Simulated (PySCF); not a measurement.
Species: AlBiFH3.
Cartesian coordinates in Å at the PBE0-D3(BJ)/def2-SVP level; atoms count from 1:
```xyz
6
AlBiFH3 angstrom
F      2.090   -1.311    0.228
Al     1.100    0.020    0.015
Bi    -1.446   -0.215    0.938
H      1.786    1.258   -0.704
H     -1.801    1.327    0.082
H     -1.704   -1.109   -0.605
```

Computed with PySCF 2.14.0, PBE0-D3(BJ)/def2-SVP geometry optimisation, gas phase, def2 core potentials past Kr.

Take the most abundant isotopes and a rigid rotor. The values belong to one conformer with, in the numbering `[F:1][AlH:2][BiH2:3]`, F1–Al2–Bi3–H -170° and -80°.

(1) What are A, B and C (MHz)?

(2) What kind of rotor is it?

(3) What does the inertial defect say?

(4) Predict some low-J microwave lines.

## Answers

(1) Ia = 29.32, Ib = 383.27, Ic = 406.16 u·Å²; 505379 MHz·u·Å²/I gives A = 17235, B = 1319, C = 1244 MHz.

(2) A near-prolate asymmetric top; Ray's κ = -0.991.

(3) Not planar: Δ = Ic − Ia − Ib = -6.44 u·Å². For a rigid frame Δ = −2 Σ m c², so Σ m c² = 3.22 u·Å² lies off the ab plane: 3.20 from hydrogen and 0.02 from heavier atoms. The atom farthest from that plane is 1.76 Å away.

(4) The dipole components are |μa| = 1.33 D, |μb| = 0.44 D, |μc| = 0.63 D. The squared components, which scale the intensities, stand as 1.00 : 0.11 : 0.23 (a : b : c). Some lines, for components of 0.1 D or more:

```
type  branch         J(Ka,Kc)     MHz  lower level (cm⁻¹)
   a       R  2(1,2) ← 1(1,1)    5052               0.616
   a       R  3(2,2) ← 2(2,1)    7689               2.385
   a       R  4(0,4) ← 3(0,3)   10249               0.513
   a       R  5(1,5) ← 4(1,4)   12628               1.375
   b       Q  4(1,3) ← 4(0,4)   16328               0.855
   b       Q  5(1,4) ← 5(0,5)   16518               1.282
   b       Q  3(2,1) ← 3(1,2)   47638               1.053
   c       R  2(2,0) ← 1(1,0)   52948               0.619
   c       R  3(2,2) ← 2(1,2)   55659               0.785
   b       R  3(2,1) ← 2(1,2)   55661               0.785
   c       R  5(2,4) ← 4(1,4)   61045               1.375
   c       Q  4(3,2) ← 4(2,2)   79762               2.984
   b       Q  3(3,1) ← 3(2,2)   79766               2.641
   b       R  4(3,2) ← 3(2,1)   90016               2.642
   c       R  5(3,3) ← 4(2,3)   92582               2.983
   c       Q  4(4,1) ← 4(3,1)  111671               5.644
   b       Q  4(4,0) ← 4(3,1)  111671               5.644
   c       R  5(4,2) ← 4(3,2)  124486               5.644
   c       Q  5(5,1) ← 5(4,1)  143577               9.797
```

PBE0-D3(BJ)/def2-SVP frequencies: not computed here. These are rigid-rotor constants of the computed structure; measured ground-state constants (B0) also hold zero-point vibration. Quadrupole hyperfine structure (27Al) is left out.
